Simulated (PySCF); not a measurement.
O3Os, SMILES [O]=[Os](=[O])=[O], multiplicity 1.

Geometry optimised at PBE0-D3(BJ)/def2-TZVP. The multiplicity is an assumed one; other spin states were not compared. The def2 effective core potentials stand for the cores of Os; spin–orbit coupling is left out.

Two levels are set side by side: PBE/def2-TZVPD (PySCF) and r2SCAN/def2-TZVPD (PySCF). Same geometry, gas phase. Differences are taken from unrounded values.

| quantity | r2SCAN |
|---|---|
| orbital gap (eV) | 2.58 |
| highest occupied level (eV) | -7.89 |
| lowest empty level (eV) | -5.31 |
| mean polarisability (bohr³) | 43.9 |

**Question.** What does PBE give, and how far is it from r2SCAN? (An estimate is asked for; the answer gives what the named calculation found.)

**Answer.** 
```csv
quantity,PBE,PBE minus r2SCAN
orbital gap (eV),2.17,-0.41
highest occupied level (eV),-7.50,0.38
lowest empty level (eV),-5.33,-0.03
mean polarisability (bohr³),45.1,1.2
```

Rough cost on one machine, each run with all the roots and properties that it gave: r2SCAN against PBE about 4 times.
